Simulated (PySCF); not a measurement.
C3H9GaS2, singlet, geometry from GFN2-xTB (such geometries of metal compounds can be far from the true shape), atoms displaced at random by about 0.03 Å a coordinate; TPSS/STO-3G, gradient in PySCF.

PySCF was given this input:
```python
from pyscf import gto, scf, dft

mol = gto.Mole()
mol.atom = '''
    Ga    0.16375033    0.41200663    0.31210956
    C     0.40177802    2.34441680    0.90587324
    H     0.86863720    2.32028871    1.86778611
    H    -0.58143278    2.83001187    1.07578687
    H     0.95259983    2.97314905    0.11206428
    S    -1.13410087   -0.19740664   -1.52477741
    C    -1.74261211    1.46871342   -1.93381599
    H    -2.62554215    1.74065935   -1.27316128
    H    -2.08137360    1.45136839   -2.94874181
    H    -0.93106948    2.29187844   -1.83774019
    S     1.26351160   -1.24456214    1.38323285
    C     0.71731421   -2.76863404    0.38645676
    H     0.22551566   -3.43144069    1.01077349
    H     1.59529086   -3.22884374   -0.04531364
    H     0.04155408   -2.48495672   -0.46237717
'''
mol.basis = 'sto-3g'
mol.verbose = 4
mol.build()

mf = dft.RKS(mol)
mf.xc = 'tpss'
mf.kernel()
g = mf.nuc_grad_method()
grad = g.kernel()
```

Output, abridged:

```
PySCF version 2.14.0

[INPUT] verbose = 4
[INPUT] num. atoms = 15
[INPUT] num. electrons = 90
[INPUT] charge = 0
[INPUT] spin (= nelec alpha-beta = 2S) = 0
[INPUT] symmetry False subgroup None
[INPUT] Mole.unit = angstrom
[INPUT] Symbol           X                Y                Z      unit          X                Y                Z       unit  Magmom
[...]
nuclear repulsion = 625.134826524972
number of shells = 36
number of NR pGTOs = 180
number of NR cGTOs = 60
basis = sto-3g
ecp = {}

******** <class 'pyscf.dft.rks.RKS'> ********
method = RKS
initial guess = minao
damping factor = 0
level_shift factor = 0
DIIS = <class 'pyscf.scf.diis.CDIIS'>
diis_start_cycle = 1
diis_space = 8
diis_damp = 0
SCF conv_tol = 1e-09
SCF conv_tol_grad = None
SCF max_cycles = 50
direct_scf = True
direct_scf_tol = 1e-13
XC library pyscf.dft.libxc version 7.1.2
    S. Lehtola, C. Steigemann, M. J. T. Oliveira, and M. A. L. Marques,  SoftwareX 7, 1–5 (2018)
XC functionals = tpss
    J. Tao, J. P. Perdew, V. N. Staroverov, and G. E. Scuseria,  Phys. Rev. Lett. 91, 146401 (2003)
    J. P. Perdew, J. Tao, V. N. Staroverov, and G. E. Scuseria,  J. Chem. Phys. 120, 6898 (2004)
    J. Tao, J. P. Perdew, V. N. Staroverov, and G. E. Scuseria,  Phys. Rev. Lett. 91, 146401 (2003)
    J. P. Perdew, J. Tao, V. N. Staroverov, and G. E. Scuseria,  J. Chem. Phys. 120, 6898 (2004)
radial grids:
    Treutler-Ahlrichs [JCP 102, 346 (1995); DOI:10.1063/1.469408] (M4) radial grids

becke partition: Becke, JCP 88, 2547 (1988); DOI:10.1063/1.454033
pruning grids: <function nwchem_prune>
grids dens level: 3
symmetrized grids: False
atomic radii adjust function: <function treutler_atomic_radii_adjust>
small_rho_cutoff = 0
Set gradient conv threshold to 3.16228e-05
Initial guess from minao.
tot grids = 189296
init E= -2805.68620030023
[...]
cycle= 1 E= -2807.97613764403  delta_E= -2.29  |g|= 0.703  |ddm|= 4.79
[...]
cycle= 2 E= -2762.61574390051  delta_E= 45.4  |g|= 4.95  |ddm|= 10.3
[...]
cycle= 3 E= -2808.15100611238  delta_E= -45.5  |g|= 0.494  |ddm|= 10.3
[...]
cycle= 4 E= -2808.21932740857  delta_E= -0.0683  |g|= 0.376  |ddm|= 1.33
[...]
cycle= 5 E= -2808.17932202133  delta_E= 0.04  |g|= 0.425  |ddm|= 1.14
[...]
cycle= 6 E= -2808.17359405384  delta_E= 0.00573  |g|= 0.419  |ddm|= 0.677
[...]
cycle= 7 E= -2808.15999313159  delta_E= 0.0136  |g|= 0.446  |ddm|= 0.238
[...]
cycle= 8 E= -2808.19307620499  delta_E= -0.0331  |g|= 0.433  |ddm|= 0.477
[...]
[...]

cycle= 35 E= -2808.2749282671  delta_E= -0.0145  |g|= 0.0502  |ddm|= 0.952
[...]
cycle= 36 E= -2808.26586565004  delta_E= 0.00906  |g|= 0.153  |ddm|= 1.08
[...]
cycle= 37 E= -2808.26778172698  delta_E= -0.00192  |g|= 0.143  |ddm|= 0.199
[...]
cycle= 38 E= -2808.27085522334  delta_E= -0.00307  |g|= 0.121  |ddm|= 0.155
[...]
cycle= 39 E= -2808.27149887564  delta_E= -0.000644  |g|= 0.114  |ddm|= 0.0697
[...]
cycle= 40 E= -2808.27159246229  delta_E= -9.36e-05  |g|= 0.114  |ddm|= 0.154
[...]
cycle= 41 E= -2808.27464597591  delta_E= -0.00305  |g|= 0.0607  |ddm|= 0.272
[...]
cycle= 42 E= -2808.27553323109  delta_E= -0.000887  |g|= 0.057  |ddm|= 0.135
[...]
cycle= 43 E= -2808.27342746589  delta_E= 0.00211  |g|= 0.0922  |ddm|= 0.27
[...]
cycle= 44 E= -2806.87790966434  delta_E=  1.4  |g|= 1.53  |ddm|= 3.41
[...]
cycle= 45 E= -2806.87447555518  delta_E= 0.00343  |g|= 1.54  |ddm|= 0.0313
[...]
cycle= 46 E= -2806.87120581626  delta_E= 0.00327  |g|= 1.54  |ddm|= 0.0261
[...]
cycle= 47 E= -2806.85706182212  delta_E= 0.0141  |g|= 1.56  |ddm|= 0.217
[...]
cycle= 48 E= -2806.8216750354  delta_E= 0.0354  |g|= 1.61  |ddm|= 0.278
[...]
cycle= 49 E= -2806.8165664958  delta_E= 0.00511  |g|= 1.63  |ddm|= 0.31
[...]
cycle= 50 E= -2806.85525978602  delta_E= -0.0387  |g|= 1.58  |ddm|= 0.144
SCF not converged.
SCF energy = -2806.85525978602

WARN: Ground state RKS not converged

******** <class 'pyscf.grad.rks.Gradients'> for <class 'pyscf.dft.rks.RKS'> ********
unit = Eh/Bohr
grid_response = False
--------------- RKS gradients ---------------
         x                y                z
0 Ga     0.0036887306    -0.0575942924    -0.0195540028
1 C     0.0286343053     0.0595795854     0.0685697181
2 H    -0.0195332800    -0.0082917734    -0.0066045459
3 H    -0.0144029683     0.0037247677     0.0058596438
4 H     0.0130041950     0.0159983473    -0.0422467310
5 S    -0.0179095682     0.0022070888    -0.0143202428
6 C    -0.0137172873    -0.0445604975    -0.0426135144
7 H    -0.0191123883     0.0005686502     0.0131155781
8 H     0.0110901514    -0.0007152921     0.0310303978
9 H     0.0313362765     0.0298208131     0.0038259175
10 S     0.0009139899     0.0039810899     0.0051499458
11 C    -0.0083004199    -0.0671706682     0.0438152393
12 H     0.0312866309     0.0448599899    -0.0415589329
13 H    -0.0198131162     0.0132279293     0.0071952299
14 H    -0.0067450985     0.0045400827    -0.0117182351
----------------------------------------------
```

Convergence was not reached.
